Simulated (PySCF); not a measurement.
C2H8Si (SMILES C[SiH2]C), singlet, geometry from GFN2-xTB. Base run: PySCF with TPSS/6-31G*.

Here is a job for PySCF.
```python
from pyscf import gto, scf, dft

mol = gto.Mole()
mol.atom = '''
    Si    0.035461   -0.433480   -0.370373
    C     1.457530    0.738733    0.087122
    C    -1.522904    0.060402    0.595673
    H     0.407409   -1.814471   -0.032555
    H    -0.230713   -0.345479   -1.812943
    H     1.215766    1.770295   -0.153907
    H     2.365254    0.481517   -0.450450
    H     1.682822    0.695107    1.149198
    H    -2.356130   -0.593044    0.355159
    H    -1.827838    1.077587    0.365422
    H    -1.360782    0.002399    1.668527
'''
mol.basis = '6-31g*'
mol.charge = 0
mol.spin = 0
mol.verbose = 4
mol.build()

mf = dft.RKS(mol)
mf.xc = 'tpss'
mf.kernel()
```

The base run was repeated with changes; each row names its change, and settings that it needs were set with it.

| change | ΔE vs base (mEh) | fitting functions | dipole (D) |
|---|---|---|---|
| base | 0.000 | - | 0.68 |
| auxbasis = default (with mf = mf.density_fit()) | -0.138 | 436 | 0.68 |
| auxbasis = cc-pvtz-ri | -13.600 | 524 | 0.68 |
| auxbasis = even-tempered beta=3.0 | -2.334 | 325 | 0.68 |
| auxbasis = cc-pvqz-jkfit | -0.024 | 768 | 0.68 |
| auxbasis = autoaux | -1.298 | 453 | 0.68 |
| auxbasis = cc-pvtz-jkfit | -0.058 | 519 | 0.68 |
| auxbasis = def2-universal-jkfit | -0.093 | 422 | 0.68 |
| auxbasis = cc-pvdz-jkfit | -0.138 | 436 | 0.68 |
| auxbasis = even-tempered beta=2.0 | -0.510 | 470 | 0.68 |

A fitting set is made for a task (jfit for Coulomb, jkfit for Coulomb and exchange, ri for correlation) and for a family of orbital bases.
